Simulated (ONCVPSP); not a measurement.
## Building the ONCV potential for manganese (Mn) (LDA (Perdew-Wang 92), scalar-relativistic).

- Element: Mn
- Generator: ONCVPSP 4.0.1
- Type: optimised norm-conserving Vanderbilt (ONCV)
- Functional: LDA (Perdew-Wang 92)
- Relativity: scalar-relativistic
- Frozen core: [Ne]
- Valence charge: 15
- Reference configuration: 3s2 3p6 3d5 4s2
- Partial waves: 3s+4s: rc 1.60 bohr, ncon 4, nbas 8, qcut 6.3 1/bohr, 3 projectors, debl 3.8 Ha; 3p: rc 0.85 bohr, ncon 3, nbas 6, qcut 11.4 1/bohr, 1 projector; 3d: rc 1.30 bohr, ncon 4, nbas 9, qcut 9.8 1/bohr, 2 projectors, debl 1.3 Ha
- Local potential: polynomial inside 0.70 bohr (lpopt 5, dvloc0 0 Ha)
- Core correction: Teter function, fcfact 4, rcfact 1.65

Poles of the logarithmic derivatives, all-electron (AE) and pseudo (PS). s: poles at -2.9 (AE) and -2.9 (PS) Ha. p: poles at 5.0 (AE) and 4.4 (PS) Ha. d: poles at 0.9 (AE) and 0.9 (PS) Ha. Test radii: s 1.63, p 0.86, d 1.32 bohr.

* Cutoffs needed: 49 Ha and 101 Ha (the cutoffs (Ha) at which the residual kinetic energy of the hardest occupied pseudo-wave falls to 1 and 0.1 mHa per electron)
* Ghost test: no bound ghost flagged; GHOST(+) flagged for s at 343.0 eV
* Largest excitation error: -33 meV (all-electron minus pseudo) for 3s2 3p5 3d5 4s2, out of 4 test configurations
* rms error of d²Exc/dni dnj: 3.49 mHa without and 1.84 mHa with the model core
